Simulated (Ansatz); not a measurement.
Reaction (ligand exchange at a Ga–C bond): `[OH][GaH][CH2]S` + HCl → `[OH][GaH][Cl]` + CH₃SH

Computed with Ansatz on PBE0-D4/def2-TZVP structures; ΔE is electronic, products minus reactants. CCSD(T)/CBS adds triple-zeta CCSD(T) − MP2 to the extrapolated MP2 energy (def2 sets, frozen cores). This one scheme is used for every species. DFT in def2-TZVPP. B3LYP here is the variant with VWN-RPA as its local correlation; programs differ in this. HSE06 is defined as in plane-wave codes. For Ga outer-core shells are correlated without core-valence functions, which leaves a few kJ/mol of doubt a bond. Scalar relativity is left out up to krypton. Each species was taken in one conformer, which may not be the lowest.

`[OH][GaH][CH2]S`:

Cartesian coordinates in Å:
```
O 1.553 1.436 0.794
Ga 0.000 0.893 0.087
C -0.440 -0.972 0.491
S -0.023 -1.721 -1.123
H 1.847 2.295 0.485
H -0.789 1.829 -0.886
H -1.445 -1.247 0.803
H 0.281 -1.387 1.196
H -0.986 -1.126 -1.847
```

HCl:

Cartesian coordinates in Å:
```
Cl -0.132 0.142 0.609
H 0.132 -0.142 -0.609
```

`[OH][GaH][Cl]`:

Z-matrix (Å, degrees):
```
Ga
O 1 1.772
Cl 1 2.145 2 115.0
H 1 1.541 2 122.5 3 180.0
H 2 0.960 1 113.5 3 0.0
```

CH₃SH:

Cartesian coordinates in Å:
```
C 0.401 0.282 -0.029
S -1.300 -0.192 -0.409
H 0.531 0.491 1.032
H 0.594 1.197 -0.589
H 1.110 -0.479 -0.354
H -1.337 -1.298 0.349
```

(1) Is it downhill or uphill in electronic energy at CCSD(T)/CBS, and by how much? (Estimate.)

(2) What do these levels give: LDA (SPW92), revPBE-D4, r2SCAN-D4, r2SCAN0-D4, HSE06-D4, PBE, revPBE, B3LYP, r2SCANh, LC-ωPBE, CCSD/def2-TZVPP, MP2/def2-QZVPP? (Estimate.)

(3) What do rigid-rotor, harmonic-oscillator terms from PBE0-D4/def2-TZVP frequencies (298.15 K, 1 bar) make of the CCSD(T)/CBS value? (Estimate.)

Largest T1 diagnostic among the species: 0.014.

## Answers

(1) Ansatz gave: Downhill: ΔE = -130.5 kJ/mol.

(2) Computed: LDA (SPW92) -122.0, revPBE-D4 -128.2, r2SCAN-D4 -137.7, r2SCAN0-D4 -141.3, HSE06-D4 -135.7, PBE -133.0, revPBE -136.7, B3LYP -144.3, r2SCANh -140.4, LC-ωPBE -139.0, CCSD/def2-TZVPP -136.0, MP2/def2-QZVPP -131.8 kJ/mol.

(3) The calculation gave: ΔZPE = +11.6 kJ/mol, ΔH = -121.7 kJ/mol, ΔS = 16 J/(mol·K), ΔG = -126.4 kJ/mol.

At CCSD(T), def2-SVP lies −9.7 kJ/mol from the extrapolated value and def2-TZVPP −1.6 kJ/mol. From BLYP to BHLYP (50 % exact exchange), in def2-TZVPP and without D4, ΔE moves by −11.6 kJ/mol. Leaving LDA and LC-ωPBE aside and taking each functional with its dispersion term where it has one, the values, not all of them listed here, spread over 17.6 kJ/mol, from BHLYP-D4 to revPBE-D4. LDA lies +11.0 kJ/mol from PBE without D4.
